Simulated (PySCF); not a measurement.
# ORD: SMILES C(N(C)C)(=C=CC#N)C#N, C$_{7}$H$_{7}$N$_{3}$

Molfile (atoms numbered from 1):
```
C7H7N3
     RDKit          3D

 17 16  0  0  0  0  0  0  0  0999 V2000
   -2.4522    0.0839   -0.6007 C   0  0  0  0  0  0  0  0  0  0  0  0
   -1.2793    0.0827    0.2431 N   0  0  0  0  0  0  0  0  0  0  0  0
   -0.9531   -1.1586    0.8944 C   0  0  0  0  0  0  0  0  0  0  0  0
   -0.2116    0.8952   -0.0848 C   0  0  0  0  0  0  0  0  0  0  0  0
    1.0672    0.6440    0.1835 C   0  0  0  0  0  0  0  0  0  0  0  0
    2.3323    0.4628    0.4923 C   0  0  0  0  0  0  0  0  0  0  0  0
    3.2698   -0.1423   -0.4064 C   0  0  0  0  0  0  0  0  0  0  0  0
    4.0451   -0.6363   -1.1127 N   0  0  0  0  0  0  0  0  0  0  0  0
   -0.4946    2.1526   -0.7300 C   0  0  0  0  0  0  0  0  0  0  0  0
   -0.7174    3.1622   -1.2529 N   0  0  0  0  0  0  0  0  0  0  0  0
   -2.3376   -0.5652   -1.4903 H   0  0  0  0  0  0  0  0  0  0  0  0
   -2.6729    1.1035   -0.9443 H   0  0  0  0  0  0  0  0  0  0  0  0
   -3.3151   -0.2723   -0.0196 H   0  0  0  0  0  0  0  0  0  0  0  0
   -0.2697   -0.9709    1.7359 H   0  0  0  0  0  0  0  0  0  0  0  0
   -1.8721   -1.6144    1.2878 H   0  0  0  0  0  0  0  0  0  0  0  0
   -0.4637   -1.8834    0.2135 H   0  0  0  0  0  0  0  0  0  0  0  0
    2.7330    0.7673    1.4710 H   0  0  0  0  0  0  0  0  0  0  0  0
  1  2  1  0
  2  3  1  0
  2  4  1  0
  4  5  2  0
  5  6  2  0
  6  7  1  0
  7  8  3  0
  4  9  1  0
  9 10  3  0
  1 11  1  0
  1 12  1  0
  1 13  1  0
  3 14  1  0
  3 15  1  0
  3 16  1  0
  6 17  1  0
M  END
```

Theory: TDDFT CAM-B3LYP/aug-cc-pVDZ circular dichroism and optical rotation, one conformer, gas phase in PySCF. Geometry: PBE0-D3(BJ)/def2-SVP.

No stereocentre is labelled: unless the shape is locked (an allene, a helicene, a hindered biaryl), the mirror image is equally populated and a measured rotation or CD is zero.

(1) What is the specific rotation at 633, 589.3, 546, 436, 405 nm?

Answers

(1) [α] in deg dm⁻¹ (g/mL)⁻¹:
| λ (nm) | origin-invariant length gauge | modified velocity gauge | length gauge (centre of mass) | isotropic polarisability (au) |
| --- | --- | --- | --- | --- |
| 633 | -140.8 | -114.4 | -141.2 | 116.3 |
| 589.3 | -144.6 | -112.6 | -145.0 | 117.2 |
| 546 | -134.8 | -95.0 | -135.3 | 118.3 |
| 436 | +272.8 | +360.5 | +271.7 | 123.3 |
| 405 | +953.6 | +1080.2 | +952.3 | 126.0 |

The shortest wavelength is close to the first absorption, where this undamped response comes out too large.

**Question.** And for the mirror image at 589.3 nm?

**Answer.** +144.6 deg dm⁻¹ (g/mL)⁻¹ (origin-invariant length gauge): the same size and the opposite sign.

**Question.** What is the molar rotation [Φ] = [α]·M/100 of the geometry above at 589.3 nm?

**Answer.** With M = 133.15 g/mol, -192.5 deg cm² dmol⁻¹ (origin-invariant length gauge).

The first excitation lies at 3.64 eV (341 nm) with R = +20.1 × 10⁻⁴⁰ esu² cm² (velocity form).
